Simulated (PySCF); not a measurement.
H2SeZn. Atoms are numbered in the order given.

```xyz
4

Zn     0.0002     1.1949     0.0000
H      0.0109     2.7304     0.0000
Se    -0.0424    -1.1012     0.0000
H      1.4277    -1.1381     0.0000
```

The structure is a stationary point at PBE0-D3(BJ)/def2-TZVP.

All values below come from PBE/def2-TZVPD run with PySCF.

Mulliken values depend strongly on the basis, most of all with diffuse functions as here. ESP charges are fitted to the potential on shells at 1.4 to 2.0 van der Waals radii. Atomic charges (e):

```csv
atom,IAO,Mulliken,ESP fit
Zn1,?,-0.20,0.49
H2,?,0.17,-0.23
Se3,?,-0.13,-0.35
H4,?,0.16,0.09
```

Some entries are withheld; supply them. (Estimate from the structure and the level; the computed values follow.)


- Zn1, IAO: 1.04
- H2, IAO: -0.42
- Se3, IAO: -0.69
- H4, IAO: 0.07
